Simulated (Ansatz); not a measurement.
System: sum formula YOH, charge 0, multiplicity 1. 
Geometry from a B3LYP-D3(BJ)/def2-TZVP (Ansatz, a program for electronic structure) optimisation:
```
O
H 1 0.9565
Y 1 1.9531 2 180.00
```
Charge 0, spin multiplicity 1.

Property: vertical ionisation energy (to the doublet state of charge +1; each state is the SCF solution reached for its spin; for the singlet the Hartree-Fock reference is unstable and T1 is 0.018), in eV. Correlated levels leave the core frozen unless marked. Open shells are spin-unrestricted. No spin-orbit coupling. Frozen are the shells of the preceding noble gas and the d and f shells that filled before the atom's block. Past Kr the def2 sets carry scalar-relativistic core potentials. Basis-set limits of correlation are two-point, X^-3; Hartree-Fock from the larger set.

| level | program | vertical ionisation energy (eV) |
|---|---|---|
| SVWN5/def2-TZVPD | Ansatz | 6.28 |
| PBE/def2-TZVPD | Ansatz | 6.09 |

Question: Predict the CCSD(T)/CBS(def2-TZVPPD,def2-QZVPPD) result (Ansatz).

Answer: 6.11 eV, so PBE/def2-TZVPD differs from it by -0.02 eV.
